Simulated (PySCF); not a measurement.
A run for PySCF: R-HF/3-21G on C2H6OSi (SMILES CO[Si]C), a point of a torsion scan.

```python
from pyscf import gto, scf, dft, mp
from pyscf.data.elements import chemcore

mol = gto.M(
    atom='''
    C     1.91100512   -0.34440499    0.02045549
    O     0.64807582    0.11538665   -0.29411248
    Si   -0.40280569    1.18992372    0.38828701
    C    -1.88429016    0.00989747    0.69754879
    H     2.56295375    0.47334231    0.34752605
    H     2.34636293   -0.81063996   -0.86662012
    H     1.85944327   -1.08897717    0.82208807
    H    -1.99967082   -0.72198055   -0.10351590
    H    -2.81995731    0.55888467    0.78610771
    H    -1.74807268   -0.54345229    1.62761869
    ''',
    basis='3-21g',
    charge=0, spin=0, verbose=3, max_memory=1800)
mf = scf.RHF(mol)
mf.conv_tol = 1e-8
mf.max_cycle = 100
mf.kernel()
if not mf.converged:
    mf = mf.newton().run(mf.mo_coeff, mf.mo_occ)
```

Question: Predict the final total energy.

Answer: -440.6438 hartree.
